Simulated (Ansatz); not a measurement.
Reactions of CH₆GeSeSi, SMILES `[SiH3][GeH]1[CH2][Se]1`.

Program: Ansatz. Geometries: PBE0-D4/def2-TZVP. ΔE: electronic, gas phase. CCSD(T)/CBS is the MP2 limit (def2-TZVPP, def2-QZVPP) plus CCSD(T) − MP2 in def2-TZVPP, frozen cores. This one scheme is used for every species, atoms too. Functionals use def2-TZVPP. No spin–orbit coupling; open shells (•) take unrestricted orbitals. Spin–orbit coupling would lower the free atoms: a little for C, Si; clearly for Ge, Se. Elements past krypton have def2 core potentials. Bonds to Ge, Se, Sn are less sure, by a few kJ/mol each and by 10 to 20 or more in all where they break to atoms, as the def2 sets lack core-valence functions. Scalar relativity is left out up to krypton. One conformer a species, not always the lowest.

```json
{"reaction": "`[SiH3][GeH]1[CH2][Se]1` + `NBS` → `[SiH3]NBS` + `[CH2]1[GeH2][Se]1`", "CCSD/CBS(def2) (kJ/mol)": "-15", "HF/CBS(def2) (kJ/mol)": "-32", "ωB97X-V (kJ/mol)": "-14", "MP2/CBS(def2) (kJ/mol)": "-14"}
{"reaction": "`[SiH3][GeH]1[CH2][Se]1` + `OC[SiH2]Cl` → `[SiH3]OC[SiH2]Cl` + `[CH2]1[GeH2][Se]1`", "CCSD/CBS(def2) (kJ/mol)": "-60", "HF/CBS(def2) (kJ/mol)": "-88", "ωB97X-V (kJ/mol)": "-59", "MP2/CBS(def2) (kJ/mol)": "-58"}
{"reaction": "`[SiH3][GeH]1[CH2][Se]1` + `N=C1C[SiH2]1` → `[SiH3]/N=C1\\C[SiH2]1` + `[CH2]1[GeH2][Se]1`", "CCSD/CBS(def2) (kJ/mol)": "-4", "HF/CBS(def2) (kJ/mol)": "-20", "ωB97X-V (kJ/mol)": "-6", "MP2/CBS(def2) (kJ/mol)": "-7"}
{"reaction": "`[SiH3][GeH]1[CH2][Se]1` + `OC(S)S` → `OC(S)S[SiH3]` + `[CH2]1[GeH2][Se]1`", "CCSD/CBS(def2) (kJ/mol)": "-28", "HF/CBS(def2) (kJ/mol)": "-37", "ωB97X-V (kJ/mol)": "-30", "MP2/CBS(def2) (kJ/mol)": "-33"}
{"reaction": "`[SiH3][GeH]1[CH2][Se]1` + `CC(F)S` → `CC(F)S[SiH3]` + `[CH2]1[GeH2][Se]1`", "CCSD/CBS(def2) (kJ/mol)": "-20", "HF/CBS(def2) (kJ/mol)": "-28", "ωB97X-V (kJ/mol)": "-23", "MP2/CBS(def2) (kJ/mol)": "-23"}
{"reaction": "`[SiH3][GeH]1[CH2][Se]1` + H₂ → `[CH2]1[GeH2][Se]1` + SiH₄", "CCSD/CBS(def2) (kJ/mol)": "5", "HF/CBS(def2) (kJ/mol)": "-25", "ωB97X-V (kJ/mol)": "3", "MP2/CBS(def2) (kJ/mol)": "17"}
{"reaction": "`[SiH3][GeH]1[CH2][Se]1` → `[CH2]1[GeH2][Se]1` + `[SiH2]`", "CCSD/CBS(def2) (kJ/mol)": "261", "HF/CBS(def2) (kJ/mol)": "237", "ωB97X-V (kJ/mol)": "273", "MP2/CBS(def2) (kJ/mol)": "287"}
{"reaction": "`[SiH3][GeH]1[CH2][Se]1` + `[Cl][SnH2][Cl]` → `[SiH3][SnH]([Cl])[Cl]` + `[CH2]1[GeH2][Se]1`", "CCSD/CBS(def2) (kJ/mol)": "-9", "HF/CBS(def2) (kJ/mol)": "-10", "ωB97X-V (kJ/mol)": "-7", "MP2/CBS(def2) (kJ/mol)": "-9"}
{"reaction": "`[SiH3][GeH]1[CH2][Se]1` → C• + Ge• + 6 H• + Se• + Si•", "CCSD/CBS(def2) (kJ/mol)": "3015", "HF/CBS(def2) (kJ/mol)": "2186", "ωB97X-V (kJ/mol)": "3066", "MP2/CBS(def2) (kJ/mol)": "3074"}
{"reaction": "`[SiH3][GeH]1[CH2][Se]1` → `[CH2]1[GeH2][SiH2][Se]1`", "CCSD/CBS(def2) (kJ/mol)": "-41", "HF/CBS(def2) (kJ/mol)": "-42", "ωB97X-V (kJ/mol)": "-46", "MP2/CBS(def2) (kJ/mol)": "-38"}
```

(1) Give the CCSD(T)/CBS values in the same order. (Estimate.)

Largest T1 diagnostic: 0.014, for `[SiH3]/N=C1\C[SiH2]1`.

Answers

(1) Ansatz gave: -12, -56, -3, -28, -20, 11, 267, -8, 3065, -40 kJ/mol.
